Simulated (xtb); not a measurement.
CH₃Cl, charge +1, doublet, at a GFN2-xTB geometry (a state made from the parent by changing its charge; the spin is typed, not shown lowest); GFN0-xTB in xtb 6.7.1.

xtb was given this input:
```
$ xtb mol.xyz --gfn 0 --chrg 1 --uhf 1 --ohess --json

# file mol.xyz
5

C     -0.00131604     0.04523262    -1.08238306
Cl     0.00077875    -0.02676598     0.64048998
H     -0.03211593     1.09416315    -1.42147319
H      0.90873300    -0.42897516    -1.48626886
H     -0.88195964    -0.48156210    -1.48628921
```

What the program printed (banner, timings and long lists left out):

```
   ID    Z sym.   atoms
    1    6 C      1
    2   17 Cl     2
    3    1 H      3-5

           -------------------------------------------------
          |                Calculation Setup                |
           -------------------------------------------------

           -------------------------------------------------
          |                 G F N 0 - x T B                 |
           -------------------------------------------------

          ...................................................
          :                      SETUP                      :
          :.................................................:
          :  # basis functions                  20          :
          :  # atomic orbitals                  19          :
          :  # shells                           11          :
          :  # electrons                        13          :
          :  electronic temp.          300.0000000     K    :
          :  accuracy                    1.0000000          :
          :  -> integral cutoff          0.2500000E+02      :
          :  -> integral neglect         0.1000000E-07      :
          ...................................................

         :::::::::::::::::::::::::::::::::::::::::::::::::::::
         ::                     SUMMARY                     ::
         :::::::::::::::::::::::::::::::::::::::::::::::::::::
         :: total energy              -6.206547966418 Eh    ::
         :: gradient norm              0.011993764947 Eh/a0 ::
         :: HOMO-LUMO gap              6.110155329947 eV    ::
         ::.................................................::
         :: H0 energy                 -7.705866070372 Eh    ::
         :: repulsion energy           0.058058322201 Eh    ::
         :: electrostat energy         1.441664681925 Eh    ::
         :: -> Gsolv                   0.000000000000 Eh    ::
         ::    -> Gsasa                0.000000000000 Eh    ::
         ::    -> Gshift               0.000000000000 Eh    ::
         :: dispersion energy         -0.000404900173 Eh    ::
         :: short-range corr.          0.000000000000 Eh    ::
         :: add. restraining           0.000000000000 Eh    ::
         :: total charge               1.000000000000 e     ::
         :::::::::::::::::::::::::::::::::::::::::::::::::::::

      -----------------------------------------------------------
     |                   =====================                   |
     |                        A N C O P T                        |
     |                   =====================                   |
     |               Approximate Normal Coordinate               |
     |                Rational Function Optimizer                |
      -----------------------------------------------------------
      -----------------------------------------------------------
     |                   =====================                   |
     |                        A N C O P T                        |
     |                   =====================                   |
     |               Approximate Normal Coordinate               |
     |                Rational Function Optimizer                |
      -----------------------------------------------------------

          ...................................................
          :                      SETUP                      :
          :.................................................:
          :   optimization level            normal          :
          :   max. optcycles                   200          :
          :   ANC micro-cycles                  20          :
          :   degrees of freedom                 9          :
          :.................................................:
          :   RF solver                   davidson          :
          :   write xtbopt.log                true          :
          :   linear?                        false          :
          :   energy convergence         0.5000000E-05 Eh   :
          :   grad. convergence          0.1000000E-02 Eh/α :
          :   maxmium RF displ.          1.0000000          :
          :   Hlow (freq-cutoff)         0.1000000E-01      :
          :   Hmax (freq-cutoff)         5.0000000          :
          :   S6 in model hess.         20.0000000          :
          ...................................................

generating ANC from exact Hessian ...
Using Lindh-Hessian (1995)
 Shifting diagonal of input Hessian by    0.0000000000000000
 Lowest  eigenvalues of input Hessian
    0.000000    0.000000    0.000000    0.000000    0.000000    0.000000
    0.084943    0.084943    0.104203    0.104203    0.136507    0.425732
    1.041167    1.041167    1.294380
 Highest eigenvalues
    0.104203    0.136507    0.425732    1.041167    1.041167    1.294380

........................................................................
.............................. CYCLE    1 ..............................
........................................................................
 * total energy  :    -6.2065480 Eh     change        0.0000000E+00 Eh
   gradient norm :     0.0119938 Eh/α   predicted     0.0000000E+00 (   0.00%)
   displ. norm   :     0.0672449 α      lambda       -0.7213894E-03
   maximum displ.:     0.0646426 α      in ANC's #5, #6, #9, ...

........................................................................
.............................. CYCLE    2 ..............................
........................................................................
 * total energy  :    -6.2069318 Eh     change       -0.3838038E-03 Eh
   gradient norm :     0.0025508 Eh/α   predicted    -0.3623253E-03 (  -5.60%)
   displ. norm   :     0.0053028 α      lambda       -0.8469597E-05
   maximum displ.:     0.0045049 α      in ANC's #5, #6, #9, ...

........................................................................
.............................. CYCLE    3 ..............................
[...]
 * total energy  :    -6.2069378 Eh     change       -0.6052431E-05 Eh
 * total energy  :    -6.2069411 Eh     change       -0.3282574E-05 Eh
   *** GEOMETRY OPTIMIZATION CONVERGED AFTER 4 ITERATIONS ***
         :: total energy              -6.206941105244 Eh    ::
[...]
      -------------------------------------------------------------
                  HL-Gap            0.2241092 Eh            6.0983 eV
             Fermi-level            0.0000000 Eh            0.0000 eV

     #   Z          covCN         q      C6AA      α(0)
     1   6 C        3.655    -0.136    26.160     7.424
     2  17 Cl       0.891     0.183    92.036    14.665
     3   1 H        0.922     0.318     0.658     1.269
     4   1 H        0.922     0.318     0.658     1.269
     5   1 H        0.922     0.318     0.658     1.269

 Mol. C6AA /au·bohr⁶  :        293.556246
 Mol. C8AA /au·bohr⁸  :       9583.332744
 Mol. α(0) /au        :         25.895959

Wiberg/Mayer (AO) data.
largest (>0.10) Wiberg bond orders for each atom

 ---------------------------------------------------------------------------
     #   Z sym  total        # sym  WBO       # sym  WBO       # sym  WBO
 ---------------------------------------------------------------------------
     1   6 C    3.872 --     2 Cl   1.058     4 H    0.938     3 H    0.938
                             5 H    0.938
     2  17 Cl   1.127 --     1 C    1.058
     3   1 H    0.958 --     1 C    0.938
     4   1 H    0.958 --     1 C    0.938
Molecule has the following symmetry elements: (C3) 3*(sigma)
It seems to be the C3v point group
     5   1 H    0.958 --     1 C    0.938
 ---------------------------------------------------------------------------

Topologies differ in total number of bonds
Writing topology from bond orders to xtbtopo.mol

 dipole moment from electron density (au)
     X       Y       Z
   0.0001  -0.0035   0.0836  total (Debye):    0.213

           -------------------------------------------------
          |               Frequency Printout                |
           -------------------------------------------------
 projected vibrational frequencies (cm⁻¹)
eigval :       -0.00     0.00     0.00     0.00     0.00     0.00
eigval :      699.34   699.34   739.36  1286.96  1313.10  1313.12
eigval :     2900.58  2900.60  2936.49
 reduced masses (amu)
   1: 29.50   2: 34.49   3: 28.51   4:  9.40   5: 10.74   6:  3.59   7:  3.45   8:  3.45
   9: 18.12  10:  2.36  11:  1.34  12:  1.34  13:  1.99  14:  1.99  15:  1.18
 IR intensities (km·mol⁻¹)
   1:  6.93   2:  1.42   3: 14.14   4: 55.99   5: 51.82   6:  7.48   7: 33.11   8: 33.11
   9:  5.40  10: 69.87  11: 20.25  12: 20.25  13:154.32  14:154.32  15: 96.52
 Raman intensities (Ä⁴*amu⁻¹)
   1:  0.00   2:  0.00   3:  0.00   4:  0.00   5:  0.00   6:  0.00   7:  0.00   8:  0.00
   9:  0.00  10:  0.00  11:  0.00  12:  0.00  13:  0.00  14:  0.00  15:  0.00
 output can be read by thermo (or use thermo option).
 writing <g98.out> molden fake output.
 recommended (thermochemical) frequency scaling factor: 1.0
           -------------------------------------------------
          |             Thermodynamic Functions             |
           -------------------------------------------------

c3v symmetry found (for desy threshold:  0.10E+00) used in thermo

          ...................................................
          :                      SETUP                      :
          :.................................................:
          :  # frequencies                           9      :
          :  # imaginary freq.                       0      :
          :  linear?                             false      :
          :  only rotor calc.                    false      :
          :  symmetry                              c3v      :
          :  rotational number                       3      :
          :  scaling factor                  1.0000000      :
          :  rotor cutoff                   50.0000000 cm⁻¹ :
          :  imag. cutoff                  -20.0000000 cm⁻¹ :
          :.................................................:

    mode    ω/cm⁻¹     T·S(HO)/kcal·mol⁻¹    T·S(FR)/kcal·mol⁻¹   T·S(vib)
   ------------------------------------------------------------------------
   ------------------------------------------------------------------------

   temp. (K)  partition function   enthalpy   heat capacity  entropy
                                   cal/mol     cal/K/mol   cal/K/mol   J/K/mol
 298.15  VIB   1.11                  223.840      2.856      0.957
         ROT  0.169E+04              888.752      2.981     17.746
         INT  0.187E+04             1112.592      5.837     18.703
         TR   0.347E+27             1481.254      4.968     37.664
         TOT                        2593.8459    10.8049    56.3668   235.8385

       T/K    H(0)-H(T)+PV         H(T)/Eh          T*S/Eh         G(T)/Eh
   ------------------------------------------------------------------------
    298.15    0.413356E-02    0.378251E-01    0.267817E-01    0.110434E-01
   ------------------------------------------------------------------------

         :::::::::::::::::::::::::::::::::::::::::::::::::::::
         ::                  THERMODYNAMIC                  ::
         :::::::::::::::::::::::::::::::::::::::::::::::::::::
         :: total free energy          -6.195897668170 Eh   ::
         ::.................................................::
         :: total energy               -6.206941105244 Eh   ::
         :: zero point energy           0.033691548841 Eh   ::
         :: G(RRHO) w/o ZPVE           -0.022648111767 Eh   ::
         :: G(RRHO) contrib.            0.011043437074 Eh   ::
         :::::::::::::::::::::::::::::::::::::::::::::::::::::

optimized geometry written to: xtbopt.xyz

           -------------------------------------------------
          | TOTAL ENERGY               -6.206941105244 Eh   |
          | TOTAL ENTHALPY             -6.169115999882 Eh   |
          | TOTAL FREE ENERGY          -6.195897668170 Eh   |
          | GRADIENT NORM               0.000391088702 Eh/α |
          | HOMO-LUMO GAP               6.098320446883 eV   |
           -------------------------------------------------

normal termination of xtb
```
